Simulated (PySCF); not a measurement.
Z-matrix (Å, degrees):
```
B
O 1 1.3318
H 2 0.9662 1 118.54
S 1 1.8010 2 126.58 3 -0.04
H 4 1.3373 1 96.43 2 179.96
```
Charge 0, spin multiplicity 2.

**Question.** Estimate the dipole moment, total energy and highest occupied spin orbital that CAM-B3LYP-D3(BJ)/def2-TZVP (PySCF) returns for this input.

**Answer.** 
The dipole moment comes out as 1.21 D and the total energy is -499.4967 Ha. The highest occupied spin orbital is -7.08 eV.
